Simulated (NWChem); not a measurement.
CH3Mg, doublet; SMILES [CH3][Mg]

```xyz
5

Mg     0.0000     0.0000    -0.9511
C      0.0000     0.0000     1.1795
H      0.7294     0.7294     1.5714
H      0.2670    -0.9963     1.5714
H     -0.9963     0.2670     1.5714
```
Atoms are numbered in this order, from 1.

Level: PBE0/def2-SVP, spin-unrestricted (NWChem), optimised geometry, unscaled harmonic frequencies. In the optimisation the excess spin sits in a1 (C3v, its own frame). This spin state was assumed; another may lie lower.

Problem. List the harmonic frequencies with IR intensities, and the thermochemistry.

Solution. 
```csv
frequency (cm⁻¹),IR intensity (km/mol)
491,14.4
517,3.2
517,3.2
1087,9.4
1413,3.5
1413,3.5
3032,26.5
3144,7.5
3144,7.5
```

```yaml
zero_point_energy: 21.1 kcal/mol
thermal correction to the enthalpy at 298.15 K (with zero-point energy): 23.9 kcal/mol
heat capacity Cv: 10.1 cal/(mol K)
dipole_moment: 0.65 D
```

Rigid rotor and harmonic oscillator.
